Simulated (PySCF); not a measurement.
# Do core-level shifts follow atomic charges?

Species: C3H8O3Si2.
SMILES with atom numbers: `[O:1]=[C:2]([OH:3])[Si@@H:4]1[CH2:5][CH2:6][SiH2:7][O:8]1`

Cartesian coordinates in Å at the PBE0-D3(BJ)/def2-SVP level; atoms count from 1:
```xyz
16
C3H8O3Si2 angstrom
O      3.066   -1.503    0.878
C      2.321   -0.650    0.469
O      2.710    0.294   -0.402
Si     0.448   -0.540    0.897
C     -0.594   -0.932   -0.634
C     -1.823    0.005   -0.597
Si    -1.259    1.625    0.213
O     -0.017    1.040    1.190
H      3.652    0.136   -0.588
H      0.223   -1.398    2.090
H      0.038   -0.694   -1.508
H     -0.873   -1.994   -0.726
H     -2.614   -0.427    0.040
H     -2.268    0.144   -1.595
H     -0.722    2.617   -0.765
H     -2.309    2.274    1.049
```

Binding energies: PySCF 2.14.0, delta-SCF UKS SCAN, pcX-2 on the ionised atom, pcseg-1 elsewhere, spin-free X2C. Charges: PBE0/pcSseg-1 ground-state density, for the ionised atom.

```
atom           environment  O 1s (eV)  Mulliken (e)  IAO (e)  Hirshfeld (e)  ESP (e)
  O8       siloxane oxygen     537.69        -0.755   -0.864         -0.318   -0.471
  O1  acid carbonyl oxygen     537.90        -0.394   -0.442         -0.265   -0.519
  O3  acid hydroxyl oxygen     539.97        -0.353   -0.473         -0.172   -0.581
```

Task: How well does each charge scheme correlate with the binding energies over these sites?

Result: Hirshfeld: r = 0.96, slope 16.4 eV per e; Mulliken: r = 0.64, slope 3.7 eV per e; IAO: r = 0.51, slope 2.8 eV per e; ESP: r = -0.93, slope -21.3 eV per e. Hirshfeld charges have the highest r, on only 3 points.

Task: The point-charge model writes a binding energy as kq + V + constant, with V the potential of the other atoms' charges at the site. What does it give with the IAO charges?

Result: V = Σ 14.40 eV Å × q/r over all other atoms: +10.98 eV at O8, +4.57 eV at O1, +7.26 eV at O3. Fitting binding energy − V to q gives k = 15.5 eV per e and leaves an rms residual of 0.06 eV, against 0.88 eV for the fit on q alone. The model has no term for differences in relaxation between sites.

The structure is a single PBE0-D3(BJ)/def2-SVP conformer in the gas phase; no vibrational or solvent corrections.
